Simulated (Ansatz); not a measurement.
The cluster Co2Pt. The state is a singlet with charge 0. Geometry PBE-D4/def2-TZVP.

Cartesian coordinates in Å:
```
Pt -1.1469 0.7701 0.1459
Co 0.2228 -1.0459 0.6582
Co 0.9241 0.2757 -0.8042
```

In the def2 sets Pt takes a core potential; there is no spin–orbit coupling. LC-ωPBE has ω = 0.4 bohr⁻¹. A triplet lies near this restricted singlet, and broken spin symmetry wasn't tried. At PBE-D4/def2-SVP an occupied level lies above an empty one. At PBE0-D4/def2-TZVP a quintet of charge 0 lies 3.76 eV below the restricted singlet, each at its own geometry. The structure comes from a short search, and lower isomers may exist.

Problem. Estimate the orbital energies around the gap (eV) in Ansatz with PBE-D4/def2-SVP, r2SCAN-D4/def2-TZVP, PBE0-D4/def2-TZVP, CAM-B3LYP-D4/def2-TZVP, LC-ωPBE/def2-TZVP.

Solution. 
```tsv
orbital	PBE-D4/def2-SVP	r2SCAN-D4/def2-TZVP	PBE0-D4/def2-TZVP	CAM-B3LYP-D4/def2-TZVP	LC-ωPBE/def2-TZVP
HOMO−5	-4.28	-4.82	-6.06	-7.32	-8.41
HOMO−4	-3.76	-4.51	-5.94	-7.24	-8.37
HOMO−3	-3.68	-4.23	-5.86	-7.12	-8.08
HOMO−2	-3.43	-4.15	-5.40	-6.73	-7.74
HOMO−1	-3.42	-4.13	-5.29	-6.57	-7.56
HOMO	-3.33	-4.07	-4.99	-6.23	-7.33
LUMO	-3.49	-3.69	-2.46	-1.35	-0.10
LUMO+1	-3.24	-3.39	-2.25	-1.32	-0.09
LUMO+2	-2.99	-3.01	-2.20	-1.26	0.00
LUMO+3	-2.66	-2.54	-1.92	-0.98	0.27
LUMO+4	-0.79	-0.83	-0.21	0.59	1.65
LUMO+5	-0.35	-0.06	0.39	1.14	2.19
```
